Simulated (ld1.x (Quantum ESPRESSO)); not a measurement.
# boron (B): variants of one RRKJ potential

Base potential:

* Element: B (Z = 5)
* Generator: ld1.x (Quantum ESPRESSO) 7.5
* Type: norm-conserving RRKJ (Kleinman–Bylander form)
* Functional: PBE
* Relativity: non-relativistic
* Frozen core: [He]
* Valence charge: 3
* Reference configuration: 2s1.75 2p1.25
* Partial waves: 2p (bound): rc 2.10 bohr; 3d channel at 0.1 Ry: rc 1.95 bohr; 2s (bound): rc 1.30 bohr
* Local potential: the s channel
* Core correction: a·sin(br)/r model core, default radius (core density twice the valence density)
* rho0: 0.005

All-electron outer shells of the reference configuration (PBE, non-relativistic, ld1.x):

```
shell  level (eV)  outermost node (bohr)  outermost maximum (bohr)
   2s       -9.57                   0.46                      1.52
   2p       -3.73                      –                      1.57
```

Cutoffs, loose and tight: the cutoffs (Ry, on a coarse ladder) from which the occupation-weighted sum of valence levels, in a spherical-Bessel basis at the reference potential, stays within 10 and 1 mRy of its value at 400 Ry. They do not see the model core or the augmentation charge, which bear on the density cutoff. Test errors are all-electron minus pseudo excitation energies from the reference, over the configurations 2s2 2p1; 2s2 2p0; 2s1 2p0; 2s0 2p3; 2s1 2p2; 2s2 2p0.5; 2s1 2p1. A dash means not determined; rows that change the core or the reference have their own tests.

The default core radius of the base comes out at 0.68 bohr.

```tsv
change	outcome	cutoff, loose	cutoff, tight	bound ghosts	largest test error (meV)
base	generated	21 Ry	55 Ry	none	+125
core correction none	generated	21 Ry	55 Ry	none	+153
core correction a·sin(br)/r model core inside 0.68 bohr	generated	21 Ry	55 Ry	none	+125
core correction a·sin(br)/r model core inside 0.88 bohr	generated	21 Ry	55 Ry	none	+143
core correction a·sin(br)/r model core inside 1.08 bohr	generated	21 Ry	55 Ry	none	+128
core correction a·sin(br)/r model core inside 1.20 bohr	generated	21 Ry	55 Ry	none	+140
core correction a·sin(br)/r model core inside 1.40 bohr	generated	21 Ry	55 Ry	none	+148
core correction a·sin(br)/r model core inside 1.58 bohr	generated	21 Ry	55 Ry	none	+152
```

(1) What comes out with this change to the base: core correction a·sin(br)/r model core inside 0.56 bohr?

## Answers

(1) outcome: generated; cutoff, loose: 21 Ry; cutoff, tight: 55 Ry; bound ghosts: none; largest test error (meV): +112.
